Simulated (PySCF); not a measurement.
C₅H₅NOS.
Numbering: `[CH3:1][C:2](=[O:3])[c:4]1[cH:5][cH:6][n:7][s:8]1` (hydrogens: H9, H10, H11 on C1; H12 on C5; H13 on C6)

The geometry is computed with GFN2-xTB (gas phase).

**Question.** List the bond lengths, angles and torsions at this level.

**Answer.** 
```csv
bond,length (bohr)
C1–C2,2.851
C2=O3,2.287
C2–C4,2.766
C4–C5,2.607
C5–C6,2.647
C6–N7,2.479
N7–S8,3.056
C4–S8,3.272
"C1–H9, C1–H10, C1–H11",2.055
C5–H12,2.029
C6–H13,2.034
```

Bonds in one row agree within 0.02 bohr and their mean is given. A selection of angles:
```csv
angle,degrees
C2–C1–H9,109.5
H9–C1–H10,109.5
C1–C2–O3,123.1
C1–C2–C4,115.4
O3–C2–C4,121.4
C2–C4–C5,131.3
C2–C4–S8,120.2
C5–C4–S8,108.5
C4–C5–C6,110.1
C4–C5–H12,125.4
C6–C5–H12,124.5
C5–C6–N7,115.8
C5–C6–H13,125.6
N7–C6–H13,118.7
C6–N7–S8,111.8
C4–S8–N7,93.8
```

Torsions: C1–C2–C4–C5 0° (synperiplanar).

The 4 C–C bonds span 1.380 Å (C4–C5, aromatic) to 1.509 Å (C1–C2, drawn single), a spread of 0.129 Å. Of the pairs four or more bonds apart, C1···H12 is among the closest relative to their van der Waals radii: 2.87 Å, 99 % of the sum of Bondi's values. The 5-membered ring C4–C5–C6–N7–S8 has internal angles of 93.8° to 115.8° (sum 540°, against 540° for a flat polygon); it is planar, 0.00 Å rms from its mean plane, widest ring torsion 0°. The 8 heavy atoms lie in one plane (0.000 Å rms).

Point group: Cs (tolerance 0.08 Å). Not checked by GFN2-xTB frequencies. The numbers are those of one conformer.
